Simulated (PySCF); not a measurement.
# Electronic absorption of C5H8ClFSi

Compound: C₅H₈ClFSi.
Cartesian coordinates in Å at the GFN2-xTB level; atoms count from 1:
```xyz
16
C5H8ClFSi angstrom
C      3.017    0.436   -0.777
C      2.314   -0.220   -0.067
C      1.482   -1.000    0.823
C      0.157   -0.308    1.108
F     -0.535   -1.090    2.010
Cl     0.474    1.256    1.936
Si    -0.981    0.049   -0.421
C     -2.608    0.714    0.274
H      3.636    1.005   -1.404
H      1.262   -1.971    0.368
H      2.018   -1.172    1.764
H     -0.257    1.001   -1.257
H     -1.156   -1.245   -1.091
H     -3.062   -0.001    0.956
H     -2.451    1.639    0.824
H     -3.318    0.916   -0.522
```

Level of theory: TDDFT PBE0/def2-SVPD, vertical, gas phase, core orbitals frozen in the response (PySCF 2.14.0, density-fitted response routines).

Question: List the vertical singlet excitations with oscillator strengths and describe the spectrum.

Answer: 

| state | E (eV) | E (hartree) | f | \|μ\| (D) | main configurations (H = HOMO, L = LUMO) |
| --- | --- | --- | --- | --- | --- |
| S1 | 6.59 | 0.2420 | 0.0002 | 0.10 | H-1→L+1 (26%), H-1→L (22%), H-1→L+3 (19%) |
| S2 | 6.75 | 0.2481 | 0.022 | 0.92 | H→L (67%), H→L+1 (9%) |
| S3 | 6.87 | 0.2526 | 0.0050 | 0.44 | H→L+1 (34%), H-1→L+4 (16%), H-1→L+1 (9%) |
| S4 | 6.96 | 0.2558 | 0.0023 | 0.29 | H→L+4 (31%), H→L+2 (12%), H→L+3 (10%) |
| S5 | 7.22 | 0.2653 | 0.0051 | 0.43 | H-1→L (56%), H-1→L+1 (26%) |
| S6 | 7.39 | 0.2718 | 0.0030 | 0.33 | H-2→L (60%), H→L+1 (24%) |
| S7 | 7.43 | 0.2732 | 0.0066 | 0.48 | H-2→L+1 (35%), H→L (20%), H→L+1 (14%) |
| S8 | 7.56 | 0.2780 | 0.019 | 0.81 | H→L+2 (70%), H→L+3 (18%) |

Triplets (Tamm–Dancoff): T1 5.37 eV, H-1→L+4 (18%), H→L+1 (12%), H→L+3 (9%); T2 5.89 eV, H-1→L+3 (24%), H-1→L+1 (12%), H→L+4 (11%); T3 5.92 eV, H-1→L+4 (30%), H→L+3 (12%), H-1→L+1 (10%).

The lowest singlet comes at 188 nm (635 kJ/mol) in the vacuum ultraviolet; it is dark (f under 0.0005); its leading configuration is HOMO-1→LUMO+1 (26%). The strongest level in the table is S2 at 6.75 eV (184 nm, f = 0.022). Löwdin shares by element: HOMO carbon 56% or more, chlorine 16% (atoms not listed hold the other 28%); LUMO chlorine 33%, silicon 16%, carbon 16% or more, hydrogen 6% or more (atoms not listed hold the other 30%). The listed states span 0.98 eV, and the widest gap between neighbours is 0.26 eV (S4 to S5). Weighted by f, the mean energy of these states is 7.15 eV. Orbital energies (eV): HOMO-3 -9.07, HOMO-2 -8.50, HOMO-1 -8.12, HOMO -8.00, LUMO 0.08, LUMO+1 0.40, LUMO+2 0.56. The window holds the lowest 8 singlets.

On one thread, Arm Neoverse V2 (aarch64), on a shared host, this took 54 s wall and 0.96 GiB of memory at its peak.

One conformer stands for the species.
